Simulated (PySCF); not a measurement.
H6BrN3Si (SMILES N[Si](N)(N)Br), singlet, at a GFN2-xTB geometry, atoms displaced at random by about 0.03 Å a coordinate; TPSS/STO-3G, gradient run with PySCF.

PySCF was given this input:
```python
from pyscf import gto, scf, dft

mol = gto.Mole()
mol.atom = '''
    N    -0.960299   -1.560169   -1.004155
    Si   -0.362373    0.044202   -0.791689
    N     0.830420    0.409896   -1.834724
    N    -1.590149    1.275555   -0.666660
    Br    0.593633   -0.033480    1.275402
    H    -1.496686   -1.958659   -0.275203
    H    -1.328170   -1.807834   -1.929037
    H     1.825486   -0.040028   -1.796211
    H     0.742504    0.737051   -2.769454
    H    -1.293844    2.141127   -0.221941
    H    -2.256324    1.382134   -1.386178
'''
mol.basis = 'sto-3g'
mol.charge = 0
mol.spin = 0
mol.verbose = 3
mol.build()

mf = dft.RKS(mol)
mf.xc = 'tpss'
mf.grids.level = 1
mf.kernel()
g = mf.nuc_grad_method()
g.grid_response = False
grad = g.kernel()
```

Output, abridged:

```
converged SCF energy = -2997.84385986947
--------------- RKS gradients ---------------
         x                y                z
0 N    -0.0379329858    -0.0272597701     0.0325480065
1 Si     0.0379932728     0.0106293203    -0.0678425843
2 N    -0.1022263252     0.0165870003     0.0109872682
3 N    -0.0412559756     0.0425655382    -0.0334712717
4 Br     0.0049379619    -0.0018157874     0.0081472680
5 H     0.0355490452     0.0247497653    -0.0398330382
6 H     0.0088776040     0.0089539146     0.0132682343
7 H     0.0401868660    -0.0128415892    -0.0071778852
8 H     0.0139849945    -0.0223507019     0.0444870109
9 H    -0.0003521765    -0.0245763419    -0.0039332744
10 H     0.0412895223    -0.0144551371     0.0413637790
----------------------------------------------
```
